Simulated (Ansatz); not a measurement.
Input for Ansatz (a program for electronic structure): U-CCSD(T)/cc-pVDZ on BBrH2 (SMILES BBr), a point of a bond scan (R = 2.284 Å). The run froze 15 orbitals, filled d shells among them.

Ansatz 0.2 input:
```yaml
crystal:
  periodic: [false, false, false]
  atoms:
    - {symbol: B, position_ang: [-0.84896739, -1.29115255, 0.21121296]}
    - {symbol: H, position_ang: [-0.47171957, -2.07374537, 1.01486037]}
    - {symbol: H, position_ang: [-1.82647135, -1.42145963, -0.44309788]}
    - {symbol: Br, position_ang: [0.39412586, 0.59940654, -0.09805381]}
basis:
  gaussian:
    orbitals: cc-pVDZ
correlation: {method: ccsd_t, electrons: outside_noble_gas}
scf: {omitted_lower_state_checks: [cluster_reference]}
magnetization: {spin_polarized: true, initial_magnetization: 0}
```

Program output:

```
WARN ansatz: RAYON_NUM_THREADS=1 ignored (pool sized by the plan → 1); use --threads N
Functional definition: HF
these checks for a lower state are left out or cut short: cluster_reference
integrals: 0.03 GiB planned
532 factors; integrals over basis functions are off by at most 1.3e-3 eV
mean field: 0.16 GiB planned
mean field evaluation 1: about -70700.1262 eV, gradient 1.0e1 eV
mean field evaluation 2: about -70700.1612 eV, gradient 1.1e1 eV
mean field evaluation 4: about -70701.1942 eV, gradient 1.2e0 eV
mean field evaluation 8: about -70701.2141 eV, gradient 1.8e-3 eV
mean field -70701.21411852 eV, -2598.2216958513 hartree, gradient 1.4e-6 eV, S^2 0.000000; 0 other end points of the search recorded, 0 dependent functions left out
15 core orbitals not correlated
reference -70701.21411852 eV, -2598.2216958513 hartree; 6, 6 occupied and 30, 30 virtual orbitals, 532 factors
second order -5.38596869 eV of doubles, -0.00000000 eV of singles
coupled cluster: 0.09 GiB planned
cycle   1  -5.93432783 eV  change   -5.5e-1 eV  update   7.0e-2
cycle   2  -6.12190719 eV  change   -1.9e-1 eV  update   2.2e-2
cycle   3  -6.17218111 eV  change   -5.0e-2 eV  update   1.5e-2
cycle   4  -6.16891944 eV  change    3.3e-3 eV  update   5.3e-3
cycle   5  -6.16732060 eV  change    1.6e-3 eV  update   2.3e-3
cycle   6  -6.16752237 eV  change   -2.0e-4 eV  update   8.9e-4
cycle   7  -6.16756207 eV  change   -4.0e-5 eV  update   2.6e-4
cycle   8  -6.16759419 eV  change   -3.2e-5 eV  update   6.7e-5
cycle   9  -6.16758969 eV  change    4.5e-6 eV  update   1.8e-5
cycle  10  -6.16758667 eV  change    3.0e-6 eV  update   5.1e-6
perturbative correction -0.15390124 eV, -0.0056557661 hartree
Total energy: -70707.53560642 eV, -2598.4540062471 hartree
Checks for a lower state left out: cluster_reference
```

The calculation finished and met its thresholds.

Cost: about 0.8 core-seconds (a rough figure).
